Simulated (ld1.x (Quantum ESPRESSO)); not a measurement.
## Transferability test, TM potential for O (Z = 8)

```json
{
  "Element": "oxygen",
  "Generator": "ld1.x (Quantum ESPRESSO) 7.5",
  "Type": "norm-conserving Troullier–Martins (Kleinman–Bylander form)",
  "Functional": "PW91",
  "Relativity": "scalar-relativistic",
  "Frozen core": "[He]",
  "Valence charge": "6",
  "Reference configuration": "2s1 2p5",
  "Partial waves": "2s (bound): rc 0.85 bohr; 2p (bound): rc 2.10 bohr",
  "Local potential": "the p channel",
  "Core correction": "a·sin(br)/r model core, default radius (core density twice the valence density)"
}
```

Energies are relative to the spin-unpolarised reference configuration 2s1 2p5; without spin polarisation the order of configurations can differ from experiment.

| valence configuration | charge | ΔE all-electron (eV) | error AE − PS (meV) |
| --- | --- | --- | --- |
| 2s2 2p3 | +1 | 1.608 | +233 |
| 2s2 2p2 | +2 | 35.310 | +1100 |
| 2s2 2p1 | +3 | 89.315 | +3525 |
| 2s2 2p3.5 | +0.5 | -8.586 | +71 |
| 2s0 2p6 | 0 | 14.953 | -21 |

Task: What are ΔE and the potential's error for 2s2 2p4.3?

Result: ΔE = -17.061 eV all-electron; the error (AE − PS) is -63 meV.

Task: What are ΔE and the potential's error for 2s2 2p4?

Result: ΔE = -14.915 eV all-electron; the error (AE − PS) is -22 meV.

Levels in the configuration 2s0 2p6:

```
level  all-electron (eV)  pseudo (eV)
   2p             -9.917      -10.058
```
